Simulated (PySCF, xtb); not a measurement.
CH3AlClFS, SMILES C[S][Al]([F])[Cl]. The values are those of a single conformer.

Harmonic wavenumbers (cm⁻¹) from xtb 6.7.1 with GFN2-xTB at its own minimum, in rising order: 56, 98, 100, 160, 196, 211, 408, 611, 699, 775, 944, 950, 1318, 1432, 1449, 3028, 3048, 3050.

Question: What does PBE-D3(BJ)/def2-SVP (PySCF 2.14.0) give at its own minimum? (Estimate from the structure and the level; the computed values follow.)

Answer: 58, 90, 104, 172, 212, 220, 417, 608, 678, 854, 933, 948, 1285, 1406, 1407, 2993, 3105, 3112. Paired by order, the mean absolute difference is 24 cm⁻¹ and the zero-point energies are 26.5 and 26.6 kcal/mol.
